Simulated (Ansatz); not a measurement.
Ansatz (a program for electronic structure) input (B3LYP-D3(BJ)/def2-TZVP):

Ansatz 0.2 input:
```yaml
crystal:
  periodic: [false, false, false]
  atoms:
    - {symbol: Si, position_ang: [-0.00067623, 0.74126461, -0.16982714]}
    - {symbol: Br, position_ang: [0.07615464, 1.85147627, 1.79065136]}
    - {symbol: N, position_ang: [1.37597477, -0.29630852, -0.15762280]}
    - {symbol: N, position_ang: [-1.37285598, -0.29581352, -0.05775980]}
    - {symbol: H, position_ang: [1.42994143, -1.06961426, -0.79836409]}
    - {symbol: H, position_ang: [2.28689412, 0.10065820, 0.00230103]}
    - {symbol: H, position_ang: [-1.45087894, -1.09483703, -0.66324773]}
    - {symbol: H, position_ang: [-2.27731252, 0.10349870, 0.12885536]}
basis:
  gaussian:
    orbitals: def2-TZVP
hamiltonian:
  xc: b3lyp
  dispersion: d3bj
magnetization: {spin_polarized: true, initial_magnetization: 1}
relax: {f_tol: 0.002, max_steps: 150}
```

End of the output:

```
relax step  14: F+E_penalty+E_count = -80974.34681234 eV  Δ(F+E_penalty+E_count) = -1.181e-5 eV  max|allowed force component| = 6.300e-3 eV/Å  Δτ_max = 0.0029 Å  (36 SCF iters, accepted)
these checks for a lower state are left out or cut short: starts, cluster_reference, orbital_swaps, neighbouring_geometries, increment
integrals: 0.09 GiB planned
1160 factors; their error is unknown
0.23 GiB of the device are held for the grids
0.95 GiB of device memory are held for the factors and their scratch space
mean field: 0.88 GiB planned
mean field -80973.98704946 eV, -2975.7391379278 hartree, gradient 1.8e-5 eV, S^2 0.752341; 0 other end points of the search recorded, 0 dependent functions left out
the calculation of the forces begins
reference -80973.98729562 eV, -2975.7391469743 hartree; 34, 33 occupied and 137, 138 virtual orbitals, 1160 factors
relax step  15: F+E_penalty+E_count = -80974.34681680 eV  Δ(F+E_penalty+E_count) = -4.457e-6 eV  max|allowed force component| = 1.618e-3 eV/Å  Δτ_max = 0.0006 Å  (36 SCF iters, accepted)
integrals: 0.09 GiB planned
1160 factors; their error is unknown
0.23 GiB of the device are held for the grids
0.95 GiB of device memory are held for the factors and their scratch space
mean field: 0.88 GiB planned
mean field evaluation 128: about -80973.9870 eV, gradient 1.8e-5 eV
mean field -80973.98704946 eV, -2975.7391379278 hartree, gradient 1.8e-5 eV, S^2 0.752341; 1 other end points of the search recorded, 0 dependent functions left out
the calculation of the forces begins
reference -80973.98729562 eV, -2975.7391469743 hartree; 34, 33 occupied and 137, 138 virtual orbitals, 1160 factors
Total energy: -80974.34706297 eV, -2975.7523681802 hartree
Atom 0 at    -0.039936     0.751363    -0.091014 Å, force    -0.000380     0.000942     0.000537 eV/Å
Atom 1 at     0.231126     1.734745     1.958610 Å, force     0.000120     0.000683     0.000757 eV/Å
Atom 2 at     1.334780    -0.262578    -0.256761 Å, force    -0.001618    -0.000144    -0.001571 eV/Å
Atom 3 at    -1.392605    -0.273546    -0.286043 Å, force     0.000569    -0.001473     0.000690 eV/Å
Atom 4 at     1.429178    -0.845362    -1.075404 Å, force     0.001275    -0.000375     0.000616 eV/Å
Atom 5 at     2.228049     0.029689     0.107844 Å, force     0.000771    -0.000249    -0.000138 eV/Å
Atom 6 at    -1.404759    -1.199287     0.119482 Å, force    -0.000673     0.000524    -0.000606 eV/Å
Atom 7 at    -2.318592     0.105301    -0.401727 Å, force    -0.000063     0.000093    -0.000285 eV/Å
Dipole moment:    -0.019407    -0.410573    -0.380966 e Å
```

It need not be the lowest isomer of its formula.
